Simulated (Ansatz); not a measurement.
Two structures of BH$_{3}$SeSF$_{2}$, closed shell, reached by relaxing down either side of one saddle point (PBE0-D4/def2-TZVP). Energies are electronic, without zero-point energy. Program: Ansatz 0.2.0. Basis: def2-TZVPP and def2-QZVPP. Cores are frozen in the correlated methods. Filled d shells of the heavier atoms are correlated. The def2 sets are not built for correlating such inner shells, so the correlated values are less sure here. Extrapolation: Hartree–Fock as exp(−7.88 √X), correlation as X^−2.97. First:

```
8
angstrom
B -0.2705 0.2868 -1.1685
S 1.3180 1.1370 -1.2853
F -0.3243 -1.0022 -1.4475
F -1.3974 0.9220 -0.9095
H 0.9930 -1.4866 1.6682
Se -0.0672 -0.5656 2.0913
H 0.8230 2.3359 -0.9407
H -1.0747 -1.6274 1.9920
```

Second:

B1  (-1.167, -0.188, -0.167)
S2  (1.964, 0.521, -0.350)
F3  (-1.051, -0.846, -1.301)
F4  (-1.419, 1.107, -0.209)
H5  (1.817, 1.338, 0.704)
Se6  (-1.148, -1.077, 1.566)
H7  (1.853, 1.534, -1.223)
H8  (-0.850, -2.389, 0.981)
(Å)

Which bonds change from the first to the second?

BHSF₂ ([F][B]([F])[SH]) + H₂Se → BHSeF₂ ([F][B]([F])[SeH]) + H₂S; bonds formed: B1–Se6, S2–H5; bonds broken: B1–S2, H5–Se6.

Give the saddle point's structure and its height above each. (An estimate is asked for; the value comes from the calculation.)

The calculation gives: 107.7 kJ/mol above the first and 101.3 kJ/mol above the second (CCSD(T) at an estimated basis limit (MP2 extrapolated from triple and quadruple zeta, plus CCSD(T) − MP2 in triple zeta)).
```
atom    x (Å)    y (Å)    z (Å)
  B1  -0.5861   0.0610  -0.5739
  S2   1.3840   0.4811  -0.7145
  F3  -0.8867  -1.0073  -1.3255
  F4  -1.3378   1.1649  -0.7038
  H5   0.9609  -0.0249   0.8162
 Se6  -0.5463  -0.5195   1.5764
  H7   1.2380   1.7632  -0.3402
  H8  -0.2260  -1.9184   1.2655
```

The T1 diagnostic stays at or below 0.012.

Labels in which every atom is bracketed show which atoms are joined, not bond orders.

For scale, one of the runs: CCSD(T)/def2-TZVPP, 225 basis functions, launched by `ansatz run in.yaml --threads 8 --pin off --events-out ev --progress --plain --max-ram 19148MiB`. Time: 70 s of wall clock on 8 CPU threads of an Intel Xeon Platinum 8259CL; the host was shared. Peak host memory: 3.9 GiB.
